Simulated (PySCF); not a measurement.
# Polarisability and C₆ of La⁺ (lanthanum, charge +1)

[Xe] 5d2, high-spin 3F determinant. Computed with PySCF 2.14 in ANO-RCC-VTZP (8s7p5d3f2g1h, 104 functions), with scalar relativity by spin-free X2C-1e. Coupled (time-dependent) response in atomic units; α is the mean over directions. The basis has no added diffuse functions, which lowers α and C₆.

```csv
method,mean α (bohr³),"α xx, yy, zz",C₆ (like pair),S(−4)
BHandHLYP,46.70,"46.75, 46.75, 46.59",387.0,2023
```

S(−4) is the Cauchy moment in α(ω) = α(0) + S(−4) ω² + …

Spin-orbit coupling is absent.

α(iu) at BHandHLYP:

```json
{"u (hartree)": "0", "α(iu) (bohr³)": "46.70"}
{"u (hartree)": "0.0500", "α(iu) (bohr³)": "42.42"}
{"u (hartree)": "0.100", "α(iu) (bohr³)": "34.84"}
{"u (hartree)": "0.200", "α(iu) (bohr³)": "24.18"}
{"u (hartree)": "0.300", "α(iu) (bohr³)": "18.25"}
{"u (hartree)": "0.500", "α(iu) (bohr³)": "11.95"}
{"u (hartree)": "0.750", "α(iu) (bohr³)": "8.034"}
{"u (hartree)": "1.00", "α(iu) (bohr³)": "5.808"}
{"u (hartree)": "1.50", "α(iu) (bohr³)": "3.449"}
{"u (hartree)": "2.00", "α(iu) (bohr³)": "2.299"}
{"u (hartree)": "3.00", "α(iu) (bohr³)": "1.261"}
{"u (hartree)": "5.00", "α(iu) (bohr³)": "0.5740"}
```

For an ion, C₆ is the dispersion term alone; charge-induced terms of lower order in 1/R come first.

The components differ because the open shell of this determinant is not spherical; for a pure term their mean is the scalar polarisability.

Spin-orbit coupling, absent here, splits the open shell strongly.
